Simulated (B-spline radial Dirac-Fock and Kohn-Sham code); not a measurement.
Pt⁴⁺: M4-N67N67 lines in intermediate coupling

System: platinum as Pt⁴⁺, configuration 1s2 2s2 2p6 3s2 3p6 3d10 4s2 4p6 4d10 4f14 5s2 5p6 5d6, inside a Watson sphere of charge -4 and radius 2.4 Å (a model of the Madelung potential; inside it an electron's potential energy is raised by 24.0 eV).

Input file task.json (cfg lists n, l and occupation; rrms is the nuclear radius in fm):

```json
{"items": [{
  "Z": 78,
  "q": 4,
  "cfg": [[1, 0, 2], [2, 0, 2], [2, 1, 6], [3, 0, 2], [3, 1, 6], [3, 2, 10], [4, 0, 2], [4, 1, 6], [4, 2, 10], [4, 3, 14], [5, 0, 2], [5, 1, 6], [5, 2, 6]],
  "A": 195,
  "rrms": 5.427,
  "watson": [-4, 2.4],
  "do": ["binding", "quiet", "double"]
}]}
```

Launch: `python xray_run.py task.json out`

Method: Dirac-Fock ΔSCF + Breit + QED. Computed with a radial B-spline solver. The two-hole levels come from diagonalising the Coulomb interaction among the jj configurations; intensities are independent-particle Coulomb rates. Kinetic energies are from the vacuum level. The model has no electron correlation. Open outer shells are spectators and are not coupled to the holes.

```csv
kinetic energy (eV),J,leading jj holes (weight),leading LS term (weight)
1977.4,0,N6N6 (0.77),¹S0 (0.88)
1986.0,2,N6N6 (0.68),³P2 (0.46)
1987.1,1,N6N7 (1.00),³P1 (1.00)
1987.9,0,N7N7 (0.77),³P0 (0.88)
1988.0,6,N6N7 (0.94),¹I6 (0.98)
1989.4,2,N6N7 (0.48),³P2 (0.48)
1990.2,4,N6N6 (0.94),³H4 (0.51)
1992.7,3,N6N7 (1.00),³F3 (1.00)
1993.1,4,N6N7 (0.94),³H4 (0.43)
1993.1,2,N7N7 (0.72),³F2 (0.57)
1994.2,5,N6N7 (1.00),³H5 (1.00)
1996.1,4,N7N7 (1.00),³F4 (0.59)
1997.3,6,N7N7 (0.94),³H6 (0.98)
```

The intensity is shared as follows: 1988.0 eV 50.3 %, 1990.2 eV 20.2 %, 1994.2 eV 11.2 %, 1993.1 eV 7.6 %, 1986.0 eV 3.2 %, 1992.7 eV 2.6 %, 1989.4 eV 2.2 %, 1997.3 eV 1.3 %, 1977.4 eV 0.7 %, 1987.1 eV 0.5 %, 1996.1 eV 0.1 %, 1993.1 eV 0.1 %, 1987.9 eV 0.0 %.

The strongest line, by its leading LS label ¹I6, lies at 1988.0 eV. The mean weight of the leading component is 0.86 in jj and 0.75 in LS coupling, so jj labels describe these levels better.
